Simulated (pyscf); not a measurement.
# `[NH2][NH][SiH]`, singlet

Gas-phase minimum from PySCF at ωB97X-D3(BJ)/def2-SVP, one conformer. H₂N–NH–SiH: [singlet] lies 64.2 kcal/mol over its isomer H₂N–Si:–NH₂ [singlet] (electronic energy, ωB97M-D3(BJ)). 

```xyz
7

N      0.5723     1.7789    -0.8930
N      0.0958     0.7235    -0.0758
Si    -0.7366    -0.6743    -0.6284
H     -0.2068     2.1758    -1.4174
H      1.2295     1.4042    -1.5767
H      0.3124     0.9067     0.9009
H     -0.8831    -1.2527     0.7818
```
Charge 0, spin multiplicity 1.

Bonded distances (Å): N1–N2 1.417, N1–H4 1.020, N1–H5 1.020, N2–Si3 1.718, N2–H6 1.017, Si3–H7 1.531. Bond angles (°): N2–N1–H4 109.2, N2–N1–H5 109.2, H4–N1–H5 106.9, N1–N2–Si3 125.7, N1–N2–H6 110.4, Si3–N2–H6 124.0, N2–Si3–H7 93.3.

Properties at ωB97X-D3(BJ)/def2-SVP:

```json
{
  "harmonic_wavenumbers_unscaled": "59, 334, 459, 724, 760, 905, 962, 1225, 1325, 1402, 1667, 2059, 3528, 3607, 3611 cm⁻¹",
  "zero_point_energy": "32.3 kcal/mol",
  "rotational_symmetry_number": "1",
  "Entropy of this conformer at 298 K and 1 atm, rigid rotor and harmonic oscillator, modes under 100 cm⁻¹ raised to 100": "282.6 J/(mol K)",
  "dipole_moment": "0.84 D"
}
```

Single-point totals, which compare only within one level (frozen core for MP2 and CC):

```tsv
level	total energy (hartree)
ωB97X-D3(BJ)/def2-TZVP	-401.45067
PBE/def2-TZVP	-401.11655
r²SCAN/def2-TZVP	-401.30115
B3LYP-D3(BJ)/def2-TZVP	-401.42910
PBE0-D3(BJ)/def2-TZVP	-401.14809
M06-2X/def2-TZVP	-401.32658
ωB97M-D3(BJ)/def2-TZVP	-401.46961
HF/def2-TZVPP	-400.15188
MP2/def2-TZVPP	-400.68477
CCSD/def2-TZVPP	-400.71503
CCSD(T)/def2-TZVPP	-400.73829
```

Soft torsions are taken as harmonic, which can shift the entropy by several J/(mol K). The CCSD(T) − MP2 part came from Ansatz, without density fitting, on the same reference.
